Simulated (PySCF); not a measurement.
Al(Me)(NHMe)(OH) (C₂H₈AlNO), SMILES [CH3][Al]([NH]C)[OH]. Geometry: PBE-D3(BJ)/def2-SVP. The structure was generated by enumeration; whether it is a known compound was not checked. The values are those of a single conformer.

Computed equilibrium geometry at PBE-D3(BJ)/def2-SVP (PySCF confirms it by a frequency run) as bond lengths and angles (one conformer of several):
Atoms: Al1 C2 H3 H4 H5 N6 C7 H8 H9 H10 H11 O12 H13. Bonds (Å): Al1–C2 1.953, Al1–N6 1.795, Al1–O12 1.726, C2–H3 1.109, C2–H4 1.110, C2–H5 1.110, N6–C7 1.451, N6–H8 1.025, C7–H9 1.116, C7–H10 1.116, C7–H11 1.111, O12–H13 0.969. Angles (°): C2–Al1–N6 121.7, C2–Al1–O12 118.0, N6–Al1–O12 120.3, Al1–C2–H3 112.9, Al1–C2–H4 110.7, Al1–C2–H5 110.7, H3–C2–H4 107.7, H3–C2–H5 107.7, H4–C2–H5 106.8, Al1–N6–C7 129.8, Al1–N6–H8 118.2, C7–N6–H8 112.0, N6–C7–H9 113.3, N6–C7–H10 113.3, N6–C7–H11 110.1, H9–C7–H10 106.9, H9–C7–H11 106.4, H10–C7–H11 106.4, Al1–O12–H13 124.3.
Charge 0, spin multiplicity 1.
